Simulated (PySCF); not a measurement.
# Simulated absorption spectrum

Compound: C8H9F3.
Geometry (PBE0-D3(BJ)/def2-SVP, Å), atoms numbered from 1 in this order:
```
atom  x, y, z in Å
C1    -1.121    2.459   -0.074
C2    -1.282    1.240   -0.587
C3    -0.561    0.009   -0.095
C4    -1.510   -1.142    0.127
C5    -1.552   -1.874    1.239
C6     0.481   -0.391   -1.107
C7     1.801   -0.433   -0.914
C8     2.472   -0.085    0.379
F9     2.076   -0.873    1.391
F10    2.225    1.177    0.764
F11    3.795   -0.215    0.271
H12   -0.437    2.638    0.761
H13   -1.661    3.321   -0.474
H14   -1.965    1.092   -1.434
H15   -0.074    0.248    0.860
H16   -2.186   -1.377   -0.706
H17   -0.881   -1.669    2.079
H18   -2.253   -2.705    1.348
H19    0.102   -0.672   -2.097
H20    2.479   -0.734   -1.715
```

Computed with TDDFT CAM-B3LYP/def2-SVPD, vertical, gas phase, core orbitals frozen in the response in PySCF 2.14.0, density-fitted response routines.

Computed states:

```
state  E (eV)       f
   S1    6.33   0.067
   S2    6.44   0.173
   S3    6.90   0.204
   S4    7.02   0.366
   S5    7.38  0.0038
   S6    7.42   0.140
   S7    7.47  0.0000
   S8    7.62   0.064
   S9    7.80   0.054
  S10    7.86   0.010
```

Each state is given a Gaussian of 0.5 eV full width at half maximum, with ε(max) = 2.175×10⁸ f / Δν̃ (Δν̃ the width in cm⁻¹). The width is an assumption, not a result. The curve ends short of the highest state used, and states not computed would add to its high-energy end.

Q: What does the envelope look like, and where are its maxima?

A: 
```tsv
E (eV)	ε (L mol⁻¹ cm⁻¹)
5.58	10
5.61	16
5.64	26
5.67	42
5.70	66
5.73	102
5.76	155
5.79	230
5.82	335
5.85	479
5.88	673
5.92	1028
5.95	1382
5.98	1825
6.01	2364
6.04	3008
6.07	3757
6.10	4606
6.13	5546
6.16	6558
6.19	7615
6.22	8686
6.25	9736
6.28	10728
6.31	11628
6.34	12408
6.37	13049
6.40	13548
6.44	14012
6.47	14245
6.50	14431
6.53	14625
6.56	14889
6.59	15284
6.62	15864
6.65	16668
6.68	17718
6.71	19010
6.74	20515
6.77	22179
6.80	23928
6.83	25670
6.86	27304
6.89	28731
6.92	29863
6.96	30789
6.99	30992
7.02	30761
7.05	30119
7.08	29114
7.11	27815
7.14	26308
7.17	24682
7.20	23024
7.23	21412
7.26	19906
```

Maxima: 177 nm (6.99 eV), ε about 31000, made up of S3 (33%) and S4 (63%) (ε in L mol⁻¹ cm⁻¹; maxima over ε = 5, shares over 10%).

Q: On this curve, what absorbance would a 10⁻⁵ mol/L sample give at 222 nm over a 1 cm path?

A: 222 nm is 5.585 eV, where ε is about 11 L mol⁻¹ cm⁻¹, so A = ε c l ≈ 0.00011 (Beer–Lambert, with the gas-phase spectrum and the assumed width).

Q: Coming from long wavelengths, where does ε first pass 100 L mol⁻¹ cm⁻¹?

A: At about 216 nm (5.73 eV), 0.60 eV below S1.

Q: What would ε be at 6.99 eV, the highest of these maxima, with half the width (0.25 eV)?

A: About 53200 L mol⁻¹ cm⁻¹ against 31000, a factor of about 1.7; a lone state at its own centre would give exactly 2.

On Intel Xeon Platinum 8259CL at 2.50 GHz, 2 threads (shared host), this took 81 s wall, 2.9 min CPU and 1.9 GiB of memory at its peak.

One conformer stands for the species.
